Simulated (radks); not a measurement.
The numbers below are computed, except where a source is named.
Task: These are the eigenvalues of the occupied orbitals of an atom or ion with whole-number occupations (hartree). Level of theory: scalar-relativistic Kohn-Sham, PBE, spin-unpolarised, spherical densities, finite nucleus; Fermi nuclear charge, rms radius of each element as measured or else 0.836 A^(1/3) + 0.57 fm (a radial shooting solver on a logarithmic mesh with Libxc functionals).

| orbital | eigenvalue |
|---|---|
| 1s | -3330.121 |
| 2s | -598.3884 |
| 2p | -512.0960 |
| 3s | -144.4489 |
| 3p | -119.7803 |
| 3d | -94.94546 |
| 4s | -33.15354 |
| 4p | -25.06666 |
| 4d | -15.80548 |
| 5s | -5.79362 |
| 4f | -5.60844 |
| 5p | -3.52313 |
| 5d | -0.99552 |
| 6s | -0.53142 |
| 6p | -0.16804 |

Which element is it, and in what charge state? The configuration may be excited.

Result: Z = 83, bismuth, charge 0: Bi in [Hg] 6p3. The list shows which subshells hold electrons but not how many an open one holds; the 1s level, -3330.1 hartree, gives Z - s = 81.6 by -(Z - s)^2/2, which with screening and relativity narrows Z to a few neighbours, and the depths of the outer levels then fix element, charge and occupations together.
